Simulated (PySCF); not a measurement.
Ionisation energy of Tc¹⁸⁺ by level of theory

Tc¹⁸⁺ [Ar] 3d7 (4F) → Tc¹⁹⁺ [Ar] 3d6 (5D), as a difference of total energies. All numbers are calculated (PySCF 2.14, the spin-free X2C one-electron Hamiltonian (Gaussian nucleus), in an uncontracted even-tempered set (19 s from 1.5 bohr⁻², ratio 2.5; 13 p from 2 bohr⁻², ratio 2.5; 8 d from 2 bohr⁻², ratio 2.5; 4 f from 10 bohr⁻², ratio 2.7; 4 g from 15 bohr⁻², ratio 2.7)). Correlated levels: outer shells: [Ne] frozen; virtual orbitals above 40 to 60 times the deepest correlated orbital energy dropped. The calculations carry no spin-orbit coupling.

```
                method  ionisation energy (eV)
                   UHF                  772.27
                   LDA                  773.72
                   PBE                  773.82
                  PBE0                  773.92
                r2SCAN                  774.50
    MP2 (outer shells)                  773.60
SCS-MP2 (outer shells)                  773.72
```

How much does correlation contribute at MP2 (outer shells)?

773.60 − (772.27) = 1.33 eV, measured against UHF.

A first-order spin-orbit estimate (lowest level to lowest level, LS coupling) adds 0.762 eV.

Breit and QED terms and the two-electron picture change are absent.

For comparison: 773 ± 3 eV (theoretical estimate listed by NIST; NIST Atomic Spectra Database, ionization energies).
